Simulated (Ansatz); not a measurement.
Reactions of `C[Si](O)(F)[SiH3]`.

Isolated molecules relaxed with PBE0-D4/def2-TZVP in Ansatz; ΔE leaves out vibrations. CCSD(T)/CBS adds triple-zeta CCSD(T) − MP2 to the extrapolated MP2 energy (def2 sets, frozen cores). This one scheme is used for every species. DFT in def2-TZVPP. def2 core potentials past Kr. For Sn outer-core shells are correlated without core-valence functions, which leaves a few kJ/mol of doubt a bond. One conformer a species, not always the lowest.

```csv
reaction,CCSD/CBS(def2) (kJ/mol),ωB97M-V (kJ/mol),PBE0-D4 (kJ/mol)
`C[Si](O)(F)[SiH3]` + SiH₄ → `C[Si](F)([SiH3])[SiH3]` + H₂O,117,122,100
`C[Si](O)(F)[SiH3]` + `N=CCl` → `N=C([SiH3])Cl` + `C[SiH](O)F`,-17,-18,-6
`C[Si](O)(F)[SiH3]` + BH₃ → `B[Si](O)(F)[SiH3]` + CH₄,29,32,21
`C[Si](O)(F)[SiH3]` + `C[NH][SnH3]` → `C[SiH](O)F` + `C[NH][SnH2][SiH3]`,-42,-38,-35
`C[Si](O)(F)[SiH3]` + `[F][SnH2][SH]` → `C[Si](O)([SiH3])S` + `[F][SnH2][F]`,90,85,82
`C[Si](O)(F)[SiH3]` → `OC(F)[SiH2][SiH3]`,418,404,393
`C[Si](O)(F)[SiH3]` + H–F → `C[Si](F)(F)[SiH3]` + H₂O,-44,-44,-42
`C[Si](O)(F)[SiH3]` + `CSB(F)Cl` → `C[Si](O)(F)Cl` + `CSB(F)[SiH3]`,-25,-25,-19
`C[Si](O)(F)[SiH3]` + H₂S → `C[Si](O)([SiH3])S` + H–F,83,83,69
`C[Si](O)(F)[SiH3]` + `C=C(F)CS` → `O[SiH](F)[SiH3]` + `C/C=C(\F)CS`,43,45,42
```

Q: Give the CCSD(T)/CBS values in the same order. (Best estimate.)

A: Computed: 114, -18, 28, -42, 87, 415, -43, -24, 77, 43 kJ/mol.

Largest T1 diagnostic: 0.014, for `[F][SnH2][F]`.
